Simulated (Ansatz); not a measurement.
# Worked example: AlHBr2 + Sb(CH3)2 → AlBr2 + SbH(CH3)2

Species: AlHBr2 `[Br][AlH][Br]`, singlet; Sb(CH3)2, doublet; AlBr2 `[Br][Al][Br]`, doublet; SbH(CH3)2, singlet. A radical takes H: the energy is the difference in strength between the Al–H bond broken and the Sb–H bond made.

Shapes, held fixed at every level: PBE0-D4/def2-TZVP. Programs: Ansatz 0.2.0. The zero-point and thermal change to 298 K, harmonic and unscaled (PBE0-D4/def2-TZVP), is +1.7 kJ/mol.

At CCSD(T)/def2-TZVPP; 1 Eh = 2625.50 kJ/mol:

```
  species   energy (Eh)
   AlHBr2  -5388.143420
 Sb(CH3)2   -319.251210
    AlBr2  -5387.507443
SbH(CH3)2   -319.862998
```

Q: Work out ΔH(298 K) of the reaction at this level.

A: 
1. Products less reactants: (-5387.507443) + (-319.862998) − [(-5388.143420) + (-319.251210)] = 0.024189 Eh = +63.5 kJ/mol.
2. With the thermal change: +63.5 + (+1.7) = +65.2 kJ/mol.

Other levels give +41.4 (SPW92/def2-TZVPP) to +68.8 kJ/mol (CCSD/def2-TZVPP). No measured value is set beside it here. Open shells run unrestricted. For atoms past krypton def2 sets carry core potentials with scalar relativity. Relativity is left out for Br. Outer-core shells of Br, Sb are correlated in most correlated rows, in sets that cover them unevenly.
